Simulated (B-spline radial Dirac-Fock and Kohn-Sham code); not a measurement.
Model: independent-particle rates on relativistic LDA orbitals of the hole state (multipoles up to L = 3, Coulomb Auger matrix elements, transition energies from Dirac-Fock). Program: an atomic code on a B-spline grid.

Q: A single inner-shell vacancy in a neutral atom gives this computed emission spectrum. Which element, which hole, and which lines?

```tsv
energy (eV)	relative intensity
563.1	10.2
652.9	100.0
657.3	1.0
```

A: Manganese (Z = 25), hole in L2 (2p1/2). In order of rising energy the lines are Lη (L2-M1), Lβ1 (L2-M4), Lγ5 (L2-N1).
